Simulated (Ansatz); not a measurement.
`[SiH3]C[BH][AlH][SiH3]` + `[SiH3]S` → `[SiH3][AlH][S][SiH3]` + `BC[SiH3]` at 600 K and 1 bar (cleavage of the Al–B bond).

Computed with Ansatz on PBE0-D4/def2-TZVP structures; ΔE is electronic, products minus reactants. CCSD(T)/CBS is the MP2 limit (def2-TZVPP, def2-QZVPP) plus CCSD(T) − MP2 in def2-TZVPP, frozen cores. One conformer a species, not always the lowest.

```
                 species  CCSD(T)/CBS energy (Eh)  H − E (kJ/mol)  S (J/(mol·K))
`[SiH3]C[BH][AlH][SiH3]`               -888.98922           341.8          571.1
               `[SiH3]S`               -689.27336           126.3          326.2
  `[SiH3][AlH][S][SiH3]`              -1222.20542           229.1          500.6
              `BC[SiH3]`               -356.11784           242.0          382.1
```

H − E and S are ideal-gas, rigid-rotor, harmonic terms from PBE0-D4/def2-TZVP, for one conformer and one mirror image of each species. 1 Eh = 2625.50 kJ/mol, R = 8.31446 J/(mol·K).

**Question.** By hand: ΔE, ΔH, ΔS and ΔG.

**Answer.** ΔE = (-1222.20542) + (-356.11784) − (-888.98922) − (-689.27336) = -0.06068 Eh = -159.3 kJ/mol. Δ(H − E) = 229.1 + 242.0 − 341.8 − 126.3 = 3.0, so ΔH = -156.3 kJ/mol. ΔS = 500.6 + 382.1 − 571.1 − 326.2 = -14.6 J/(mol·K). ΔG = -156.3 − 600 × (-14.6)/1000 = -147.5 kJ/mol.

**Question.** By hand: the equilibrium constant, and the temperature at which ΔG would vanish if ΔH and ΔS stayed fixed.

**Answer.** log₁₀ K = −ΔG/(RT ln 10) = 12.8. ΔG = 0 at ΔH/ΔS = 10705 K, far beyond where these terms or the molecules hold.

The number of gas molecules stays the same, so ΔS is small and ΔH decides. A doubt of 5 kJ/mol in ΔE shifts log₁₀ K by 0.4 here. Other conformers and mirror images would add mixing entropy, several J/(mol·K) or more a flexible species. Modes under 60 cm⁻¹, often nearly free rotors, make the harmonic entropy too high. These are equilibria of isolated gas molecules and say nothing of rates. Largest T1 diagnostic: 0.013 (customary marks: 0.02 for closed shells, 0.045 for open ones).
